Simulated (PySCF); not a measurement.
**Deuteron quadrupole couplings in `CCC1=CCPC1`**

C₆H₁₁P.
SMILES with atom numbers: `[CH3:1][CH2:2][C:3]1=[CH:4][CH2:5][PH:6][CH2:7]1` (hydrogens: H8, H9, H10 on C1; H11, H12 on C2; H13 on C4; H14, H15 on C5; H16 on P6; H17, H18 on C7)

Structure used (GFN2-xTB), in Å, numbered top down from 1:
```xyz
18
C6H11P angstrom
C      2.4285   -0.2263    0.1818
C      1.2795   -0.5579   -0.7708
C     -0.0394   -0.0758   -0.2514
C     -0.7951    0.8595   -0.8080
C     -2.0739    1.2059   -0.1082
P     -2.3836   -0.1867    1.0959
C     -0.5790   -0.6527    1.0311
H      2.4746    0.8458    0.3597
H      2.2959   -0.7303    1.1359
H      3.3758   -0.5463   -0.2459
H      1.4707   -0.0998   -1.7431
H      1.2352   -1.6421   -0.9108
H     -0.5285    1.3906   -1.7088
H     -2.9183    1.3159   -0.7922
H     -1.9735    2.1498    0.4406
H     -2.7549   -1.0972    0.0910
H     -0.4546   -1.7358    1.0975
H     -0.0682   -0.2105    1.8941
```

Level: PBE0/pcSseg-1 (PySCF, non-relativistic); Q(2H) = 0.00286 b; rigid geometry, the same for H and D, with no vibrational averaging.

Task: Rank these positions by the coupling χzz of a deuteron there, largest first.
A. H13 (vinylic hydrogen)
B. H17 (methylene hydrogen)
C. H16 (P–H hydrogen)
D. H10 (methyl hydrogen)
E. H18 (methylene hydrogen)

Result: A (224 kHz), D (212 kHz), B (207 kHz), E (202 kHz), C (127 kHz).

Task: Tabulate Vzz, the asymmetry η and χzz = 234.96 MHz × Q × Vzz for every hydrogen position.

Result: 
```tsv
atom	bonded to	bond length (Å)	Vzz (au)	η	χzz (kHz)
H8	C1	1.088	0.3140	0.02	211
H9	C1	1.087	0.3156	0.02	212
H10	C1	1.088	0.3162	0.02	212
H11	C2	1.092	0.3039	0.02	204
H12	C2	1.094	0.3009	0.01	202
H13	C4	1.079	0.3340	0.06	224
H14	C5	1.092	0.3079	0.02	207
H15	C5	1.096	0.3007	0.01	202
H16	P6	1.406	0.1892	0.09	127
H17	C7	1.092	0.3082	0.02	207
H18	C7	1.096	0.3012	0.01	202
```

Task: Average by the element that carries the hydrogen.

Result: on C: 208 kHz over 10 positions, mean bond length 1.090 Å; on P: 127 kHz over 1 position, mean bond length 1.406 Å.

Task: How does χzz go with the bond length over the 10 C–H bonds?

Result: A straight-line fit has a slope of -13.1 kHz for each 0.01 Å, with a correlation coefficient of -0.98, over lengths from 1.079 to 1.096 Å. The longer bonds have the smaller couplings here.

Task: Give the 2H NMR doublet splittings at H15 for a magnetic field along the z, y and x axes of the gradient: 3χ/2, 3χ(1 + η)/4, 3χ(1 − η)/4.

Result: With |χ| = 202.1 kHz and η = 0.007: 303, 153 and 150 kHz, to first order and without motion.

One conformer (not necessarily the lowest) at the GFN2-xTB geometry, without solvent, vibrations or thermal averaging. GFN2-xTB bond lengths can be off by several hundredths of an ångström, more for odd bonds, and the gradients follow them. With a basis this small, the couplings can be 20 % off.

These values come from a run that also computed NMR shieldings. Hardware: an Arm Neoverse V2 with one thread, no GPU, shared host with 32 logical CPUs at a one-minute load of 17. Cost: 31 s of wall time, 0.83 GiB resident at most.
